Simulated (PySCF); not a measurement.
antimony atom (Sb), quartet (core potentials on Sb). Base run: PySCF with PBE0/def2-SVP.

PySCF was given this input:
```python
from pyscf import gto, scf, dft

mol = gto.Mole()
mol.atom = '''
    Sb    0.00000000    0.00000000    0.00000000
'''
mol.basis = 'def2-svp'
mol.ecp = {'Sb': 'def2-svp'}
mol.spin = 3
mol.verbose = 3
mol.build()

mf = dft.UKS(mol)
mf.xc = 'pbe0'
mf.kernel()
```

Each row names what was changed in the base input (with any setting that the change needs).

```json
[
 {"change": "base", "basis functions": "26", "E (Eh)": "-240.21816", "HOMO (eV)": "-6.47"},
 {"change": "basis = Sapporo-DKH3-DZP-2012; relativity = spin-free X2C; nucleus = Gaussian (with mol.nucmod = 'G'; without mol.ecp = {'Sb': 'def2-svp'})", "basis functions": "52", "E (Eh)": "-6479.98932", "HOMO (eV)": "-6.52"},
 {"change": "basis = x2c-TZVPall; relativity = none (without mol.ecp = {'Sb': 'def2-svp'})", "basis functions": "60", "E (Eh)": "-6185.18313", "HOMO (eV)": "-6.58"},
 {"change": "basis = x2c-TZVPall; relativity = spin-free X2C (without mol.ecp = {'Sb': 'def2-svp'})", "basis functions": "60", "E (Eh)": "-6480.52620", "HOMO (eV)": "-6.43"},
 {"change": "basis = ANO-RCC-VDZP; relativity = spin-free X2C; nucleus = Gaussian (with mol.nucmod = 'G'; without mol.ecp = {'Sb': 'def2-svp'})", "basis functions": "43", "E (Eh)": "-6480.18827", "HOMO (eV)": "-6.54"},
 {"change": "basis = Sapporo-DKH3-DZP-2012; relativity = spin-free X2C (without mol.ecp = {'Sb': 'def2-svp'})", "basis functions": "52", "E (Eh)": "-6480.15548", "HOMO (eV)": "-6.52"},
 {"change": "basis = ANO-RCC-VDZP; relativity = spin-free X2C (without mol.ecp = {'Sb': 'def2-svp'})", "basis functions": "43", "E (Eh)": "-6480.37564", "HOMO (eV)": "-6.54"},
 {"change": "basis = Sapporo-DKH3-DZP-2012; relativity = none (without mol.ecp = {'Sb': 'def2-svp'})", "basis functions": "52", "E (Eh)": "-6130.32379", "HOMO (eV)": "-7.19"},
 {"change": "basis = x2c-TZVPall; relativity = spin-free X2C; nucleus = Gaussian (with mol.nucmod = 'G'; without mol.ecp = {'Sb': 'def2-svp'})", "basis functions": "60", "E (Eh)": "-6480.36754", "HOMO (eV)": "-6.43"},
 {"change": "basis = ANO-RCC-VDZP; relativity = none (without mol.ecp = {'Sb': 'def2-svp'})", "basis functions": "43", "E (Eh)": "-6122.55761", "HOMO (eV)": "-7.48"}
]
```

Totals shift with the method and basis; they matter in differences.

Open shells are given as the SCF converged; they aren't shown to be the lowest states, and a large step between rows can be another state.

Basis sets contracted for a relativistic Hamiltonian are a mismatch without it, so the rows without relativity aren't non-relativistic limits. No row has spin-orbit coupling; sets with core potentials leave out the core electrons.
